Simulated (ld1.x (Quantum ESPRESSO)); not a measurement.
**What one change does to a pseudopotential (W, PAW)**

```json
{
 "Element": "tungsten",
 "Generator": "ld1.x (Quantum ESPRESSO) 7.5",
 "Type": "PAW",
 "Functional": "PBEsol",
 "Relativity": "scalar-relativistic",
 "Frozen core": "[Kr] 4d10 4f14",
 "Valence charge": "14",
 "Reference configuration": "5s2 5p6 5d4 6s1.5 6p0 (charge +0.5)",
 "Partial waves": "5s (bound): rcut 1.35, rcutus 1.55 bohr; 6s (bound): rcut 1.35, rcutus 1.55 bohr; 5p (bound): rcut 1.65, rcutus 1.95 bohr; 6p (bound, empty): rcut 1.65, rcutus 1.95 bohr; 5d (bound): rcut 1.80, rcutus 2.45 bohr; 5d channel at 0.05 Ry: rcut 1.80, rcutus 2.45 bohr",
 "Local potential": "all-electron potential smoothed inside 2.25 bohr (lloc = -1)",
 "Core correction": "Bessel-smoothed model core inside 0.90 bohr",
 "Augmentation charge": "BESSEL, radius 1.40 bohr"
}
```

Change: waves 5d (bound): rcut 1.80, rcutus 2.36 bohr; 5d channel at 0.05 Ry: rcut 1.80, rcutus 2.36 bohr.

Cutoffs: the cutoffs (Ry, on a coarse ladder) from which the occupation-weighted sum of valence levels, in a spherical-Bessel basis at the reference potential, stays within 10 and 1 mRy of its value at 400 Ry; they do not see the model core or the augmentation charge, which bear on the density cutoff. Errors are all-electron minus pseudo energies relative to the spin-unpolarised reference configuration.

Q: How do hardness, ghosts and transferability respond?

A: The potential gets neither clearly harder nor softer (25 Ry and 45 Ry → 25 Ry and 45 Ry); the errors of the 7 common tests hardly move; neither file shows a bound ghost.

```tsv
quantity	base	changed
cutoff, loose	25 Ry	25 Ry
cutoff, tight	45 Ry	45 Ry
bound ghosts	none	none
error for 5s2 5p6 5d4 6s2 6p0, meV [ΔE -3.65 eV]	+1.3	+1.3
error for 5s2 5p6 5d4 6s1 6p0, meV [ΔE 5.27 eV]	-1.8	-1.8
error for 5s2 5p6 5d4 6s0 6p0, meV [ΔE 20.97 eV]	-6.9	-6.8
error for 5s2 5p6 5d3 6s2 6p0, meV [ΔE 5.22 eV]	-1.8	-2.0
error for 5s2 5p6 5d4 6s0 6p1, meV [ΔE 10.78 eV]	-0.6	-0.5
error for 5s2 5p6 5d2 6s0 6p0, meV [ΔE 83.60 eV]	-86	-91
error for 5s1 5p6 5d4 6s2 6p0, meV [ΔE 81.82 eV]	-208	-205
lowest overlap eigenvalue by channel	s 0.22, p 0.12, d 1.00	s 0.22, p 0.12, d 0.99
```
